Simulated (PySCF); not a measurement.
2-bromofuran (C4H3BrO), SMILES o1cccc1Br.

Coordinates come from a ωB97X-D3(BJ)/def2-SVP optimisation.

These are TDA-PBE/def2-SVPD in PySCF values and carry that method's errors.

Vertical excitations. Isolated molecule, no solvent. State labels are in the subgroup Cs.

Computed lowest excited states:
```json
[
 {"state": "S1", "symmetry": "A\"", "energy (eV)": "4.85", "λ (nm)": "256", "f": "0.000", "main pairs": "HOMO→LUMO+1 99 %"},
 {"state": "S2", "symmetry": "A'", "energy (eV)": "5.81", "λ (nm)": "213", "f": "0.297", "main pairs": "HOMO→LUMO 79 %"},
 {"state": "S3", "symmetry": "A\"", "energy (eV)": "5.88", "λ (nm)": "211", "f": "0.013", "main pairs": "HOMO→LUMO+3 100 %"},
 {"state": "S4", "symmetry": "A'", "energy (eV)": "6.17", "λ (nm)": "201", "f": "0.059", "main pairs": "HOMO→LUMO+2 61 %, HOMO−1→LUMO 31 %"},
 {"state": "S5", "symmetry": "A\"", "energy (eV)": "6.21", "λ (nm)": "200", "f": "0.000", "main pairs": "HOMO−1→LUMO+1 99 %"},
 {"state": "S6", "symmetry": "A\"", "energy (eV)": "6.32", "λ (nm)": "196", "f": "0.000", "main pairs": "HOMO−2→LUMO 100 %"},
 {"state": "S7", "symmetry": "A\"", "energy (eV)": "6.48", "λ (nm)": "191", "f": "0.002", "main pairs": "HOMO→LUMO+4 100 %"},
 {"state": "S8", "symmetry": "A\"", "energy (eV)": "6.65", "λ (nm)": "187", "f": "0.007", "main pairs": "HOMO→LUMO+5 99 %"},
 {"state": "S9", "symmetry": "A'", "energy (eV)": "6.79", "λ (nm)": "183", "f": "0.001", "main pairs": "HOMO−2→LUMO+1 97 %"},
 {"state": "S10", "symmetry": "A\"", "energy (eV)": "7.01", "λ (nm)": "177", "f": "0.002", "main pairs": "HOMO→LUMO+6 99 %"},
 {"state": "T1", "symmetry": "A'", "energy (eV)": "3.91", "λ (nm)": "317", "f": "0", "main pairs": "HOMO→LUMO 97 %"},
 {"state": "T2", "symmetry": "A\"", "energy (eV)": "4.39", "λ (nm)": "282", "f": "0", "main pairs": "HOMO→LUMO+1 100 %"},
 {"state": "T3", "symmetry": "A'", "energy (eV)": "5.21", "λ (nm)": "238", "f": "0", "main pairs": "HOMO→LUMO+2 77 %, HOMO−1→LUMO 21 %"},
 {"state": "T4", "symmetry": "A'", "energy (eV)": "5.78", "λ (nm)": "215", "f": "0", "main pairs": "HOMO−1→LUMO 78 %, HOMO→LUMO+2 21 %"}
]
```
Triplets are in the Tamm–Dancoff approximation.
